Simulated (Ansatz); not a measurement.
Species: WH, net charge 0, sextet state. The spin state was set by rule; other spins were not relaxed. 
Geometry from a B3LYP-D3(BJ)/def2-TZVP (Ansatz, an electronic-structure program) optimisation:
```
W
H 1 1.7207
```
Charge 0, spin multiplicity 6.

Property: vertical electron affinity (to the quintet state of charge -1; a negative value means that the extra electron is unbound and the number depends on the basis; each state is the SCF solution reached for its spin; the UHF <S^2> is 6.70 for the quintet (pure: 6.00); for the quintet T1 is 0.110), in eV. Correlated levels leave the core frozen unless marked. Open shells are spin-unrestricted. No spin-orbit coupling. Frozen are the shells of the preceding noble gas and the d and f shells that filled before the atom's block. In def2 rows, elements after Kr have scalar-relativistic effective core potentials. Anions need diffuse functions: def2-D sets add few. CBS marks a two-point X^-3 extrapolation of the correlation energy; Hartree-Fock from the larger set.

```json
[
 {"level": "SVWN5/def2-TZVPD", "program": "Ansatz", "vertical electron affinity (eV)": "0.77"},
 {"level": "PBE/def2-TZVPD", "program": "Ansatz", "vertical electron affinity (eV)": "0.47"},
 {"level": "r2SCAN/def2-TZVPD", "program": "Ansatz", "vertical electron affinity (eV)": "0.33"},
 {"level": "B3LYP/def2-TZVPD", "program": "Ansatz", "vertical electron affinity (eV)": "0.68"},
 {"level": "PBE0/def2-TZVPD", "program": "Ansatz", "vertical electron affinity (eV)": "0.36"},
 {"level": "wB97M-V/def2-TZVPD", "program": "Ansatz", "vertical electron affinity (eV)": "0.61"},
 {"level": "wB97X/def2-TZVPD", "program": "Ansatz", "vertical electron affinity (eV)": "1.10"},
 {"level": "CCSD/def2-SVPD", "program": "Ansatz", "vertical electron affinity (eV)": "0.35"},
 {"level": "CCSD/def2-TZVPPD", "program": "Ansatz", "vertical electron affinity (eV)": "0.48"},
 {"level": "CCSD/def2-QZVPPD", "program": "Ansatz", "vertical electron affinity (eV)": "0.57"},
 {"level": "CCSD/CBS(def2-TZVPPD,def2-QZVPPD)", "program": "Ansatz", "vertical electron affinity (eV)": "0.58"},
 {"level": "CCSD(T)/def2-TZVPPD", "program": "Ansatz", "vertical electron affinity (eV)": "0.58"},
 {"level": "CCSD(T)/def2-QZVPPD", "program": "Ansatz", "vertical electron affinity (eV)": "0.68"},
 {"level": "CCSD(T)/CBS(def2-TZVPPD,def2-QZVPPD)", "program": "Ansatz", "vertical electron affinity (eV)": "0.70"}
]
```
